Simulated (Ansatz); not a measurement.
System: SiH2F, charge 0, doublet. SiH2F (SMILES F[SiH2], doublet).
B3LYP-D3(BJ)/def2-TZVP minimum from Ansatz (a quantum-chemistry and plane-wave program):
```xyz
4

Si    -0.3164    -0.2764     0.3497
F      0.5111     0.6662    -0.6609
H     -0.7625    -1.4737    -0.4111
H      0.5929    -0.6528     1.4645
```
Charge 0, spin multiplicity 2.

Quantity: atomisation energy (electronic, to ground-state atoms), in kcal/mol. Open shells are spin-unrestricted; no spin-orbit coupling. CBS(X,Y): correlation extrapolated as X^-3, Hartree-Fock from the larger set (Q,5: extrapolated as (X+1)exp(-9√X)). A bracket is a step between two methods taken in the basis named. Functionals run without relativity, which enters their misses. '+ core + X2C': CCSD(T) terms for core correlation (cc-pwCVTZ, 1s frozen past Ne) and scalar relativity (cc-pVTZ-DK). Where a partner has so few electrons that a lower coupled-cluster level is exact, that level stands in.

CCSD(T)/CBS(cc-pV(Q+d)Z,cc-pV(5+d)Z) + [CCSDT(Q) - CCSD(T)]/cc-pV(T+d)Z + [CCSDTQ - CCSDT(Q)]/cc-pV(D+d)Z + core + X2C (Ansatz) gives 282.5 kcal/mol.

Q: What does PBE/def2-TZVPD (Ansatz) give here, and how do the other levels compare?

A: PBE gives 280.9 kcal/mol, 1.6 kcal/mol below it. Differences of the others: B3LYP/def2-TZVPD (Ansatz) -1.9; PBE0/def2-TZVPD (Ansatz) -6.1; wB97M-V/def2-TZVPD (Ansatz) -1.7; CCSD(T)/CBS(cc-pV(Q+d)Z,cc-pV(5+d)Z) + core + X2C (Ansatz) 0.2 kcal/mol. Nearer than PBE: CCSD(T)/CBS(cc-pV(Q+d)Z,cc-pV(5+d)Z) + core + X2C.
